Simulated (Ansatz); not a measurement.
The cluster Ti₂Cl (the lowest doublet isomer of a short search), 3 atoms. Hardware: 4 threads of Arm Neoverse V1 on a shared host.

The 6-31G sets use Cartesian d functions. Correlated methods freeze 15 core orbitals; core or outer-core shells of Ti are correlated, in sets that lack core-valence functions.

(1) How many basis functions does each of these Ansatz runs have, and roughly what does it cost? RPA@PBE/def2-TZVP, charge 0 doublet, energy, from earlier orbitals; r2SCANh-D4/def2-TZVP, charge 0 quartet, energy, from earlier orbitals; HF/6-31G, charge 0 doublet, energy; PBE-D4/def2-TZVP, charge 1 triplet at the geometry of the charge 0 doublet, energy, from earlier orbitals; ωB97X-V/def2-TZVP, charge 0 doublet, energy, from earlier orbitals; PBE0-D4/def2-SVP, charge 0 doublet, energy, from earlier orbitals; PBE-D4/def2-TZVPD, charge 0 doublet, energy, from earlier orbitals; PBE0-D4/def2-TZVP, charge 0 quartet, energy, from earlier orbitals; RPA@PBE/def2-TZVP, charge 0 quartet, energy, from earlier orbitals; HF/def2-TZVP, charge 0 doublet, energy, from earlier orbitals; PBE-D4/def2-TZVP, charge 0 quartet, energy, from earlier orbitals; CCSD(T)/def2-TZVP, charge 0 quartet, energy, from earlier orbitals.

## Answers

(1) Other jobs shared the machine, so times can vary by a factor of up to 3. A dash marks memory too small to be measured apart from the calling script's.

```tsv
run	functions	fitting or Cholesky vectors	wall time	peak host memory (GiB)
HF/6-31G, charge 0 doublet, energy	71	949	3 s	–
PBE-D4/def2-TZVP, charge 0 quartet, energy, from earlier orbitals	127	1082	6.5 s	–
RPA@PBE/def2-TZVP, charge 0 quartet, energy, from earlier orbitals	127	1015	7 s	–
PBE-D4/def2-TZVP, charge 1 triplet at the geometry of the charge 0 doublet, energy, from earlier orbitals	127	1082	9.5 s	–
HF/def2-TZVP, charge 0 doublet, energy, from earlier orbitals	127	1016	9.5 s	–
PBE0-D4/def2-SVP, charge 0 doublet, energy, from earlier orbitals	80	858	21 s	–
PBE-D4/def2-TZVPD, charge 0 doublet, energy, from earlier orbitals	142	1132	21 s	–
RPA@PBE/def2-TZVP, charge 0 doublet, energy, from earlier orbitals	127	1016	21 s	–
r2SCANh-D4/def2-TZVP, charge 0 quartet, energy, from earlier orbitals	127	1015	22 s	–
CCSD(T)/def2-TZVP, charge 0 quartet, energy, from earlier orbitals	127	1015	34 s	1.1
PBE0-D4/def2-TZVP, charge 0 quartet, energy, from earlier orbitals	127	1015	61 s	0.58
ωB97X-V/def2-TZVP, charge 0 doublet, energy, from earlier orbitals	127	1016	2 min	0.75
```
